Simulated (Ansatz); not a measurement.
Input for Ansatz (an electronic-structure program): R-CCSD(T)/cc-pVDZ on H3O (SMILES [OH3+]). Charge +1.

Ansatz 0.2 input:
```yaml
crystal:
  periodic: [false, false, false]
  atoms:
    - {symbol: O, position_ang: [0.00037589, -0.00095656, 0.12413972]}
    - {symbol: H, position_ang: [-0.57928953, -0.72322684, -0.20867241]}
    - {symbol: H, position_ang: [-0.33898939, 0.86509609, -0.19716122]}
    - {symbol: H, position_ang: [0.91641822, -0.13713409, -0.20868513]}
basis:
  gaussian:
    orbitals: cc-pVDZ
total_charge: 1
magnetization: {spin_polarized: false}
correlation: {method: ccsd_t, electrons: outside_noble_gas}
accuracy: high
phonons: {}
scf: {lower_state_search: off}
```

The head of its log:

```
WARN ansatz: RAYON_NUM_THREADS=2 ignored (pool sized by the plan → 2); use --threads N
Functional definition: HF
these checks for a lower state are left out or cut short: starts, cluster_reference, orbital_swaps, neighbouring_geometries, increment
integrals: 0.01 GiB planned
592 factors; integrals over basis functions are off by at most 1.7e-9 eV
mean field: 0.05 GiB planned
mean field evaluation 1: about -2071.3961 eV, gradient 5.6e1 eV
mean field evaluation 2: about -2071.3948 eV, gradient 5.6e1 eV
mean field evaluation 4: about -2076.5141 eV, gradient 1.7e0 eV
mean field evaluation 8: about -2076.5237 eV, gradient 9.6e-6 eV
mean field -2076.52374299 eV, -76.3108400366 hartree, gradient 4.1e-8 eV, S^2 0.000000; 0 other end points of the search recorded, 0 dependent functions left out
1 core orbitals not correlated
reference -2076.52374299 eV, -76.3108400366 hartree; 4, 4 occupied and 24, 24 virtual orbitals, 592 factors
densities: 0.07 GiB planned
```

Question: What total energy does the run end on?

Answer: -76.5295 hartree (reference determinant -76.3108, T1 diagnostic 0.006).
